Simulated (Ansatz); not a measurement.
Start from `[Cl][GaH][Cl]` and change one atom or group to get `[OH][GaH][Cl]`.

Ansatz, PBE0-D4/def2-TZVP geometries, multiplicity 1. Each molecule was computed in one conformer, which needn't be the lowest.

Scalar relativity is left out up to krypton.

```json
{"property": "LUMO energy (ωB97M-V/def2-TZVPP) / eV", "`[Cl][GaH][Cl]`": "0.02"}
{"property": "HOMO–LUMO gap (B3LYP/def2-TZVPP) / eV", "`[Cl][GaH][Cl]`": "6.87"}
{"property": "size of the dipole moment (ωB97M-V/def2-TZVPP) / D", "`[Cl][GaH][Cl]`": "1.72"}
{"property": "LUMO energy (PBE0/def2-TZVPP) / eV", "`[Cl][GaH][Cl]`": "-1.73"}
{"property": "zero-point energy (PBE0-D4/def2-TZVP) / kJ/mol", "`[Cl][GaH][Cl]`": "24.6"}
{"property": "LUMO energy (PBE/def2-TZVPP) / eV", "`[Cl][GaH][Cl]`": "-2.51"}
```

(1) Give the same properties after the change, and the shifts. (Estimate.)

Answers

(1) Computed: 
| property | `[OH][GaH][Cl]` | shift |
| --- | --- | --- |
| LUMO energy (ωB97M-V/def2-TZVPP) / eV | 0.58 | 0.56 |
| HOMO–LUMO gap (B3LYP/def2-TZVPP) / eV | 7.25 | 0.38 |
| size of the dipole moment (ωB97M-V/def2-TZVPP) / D | 0.48 | -1.24 |
| LUMO energy (PBE0/def2-TZVPP) / eV | -1.14 | 0.59 |
| zero-point energy (PBE0-D4/def2-TZVP) / kJ/mol | 57.4 | 32.8 |
| LUMO energy (PBE/def2-TZVPP) / eV | -1.92 | 0.59 |

With PBE0 the HOMO rises by 0.21 eV and the LUMO rises by 0.59 eV, so the gap widens by about 0.38 eV. PBE moves the HOMO by 0.24 eV and ωB97M-V by 0.16 eV. The zero-point energy changes by 32.8 kJ/mol with +3 modes. Dipoles are sizes alone; their direction can turn.

B3LYP here is the variant with VWN-RPA as its local correlation; programs differ in this.
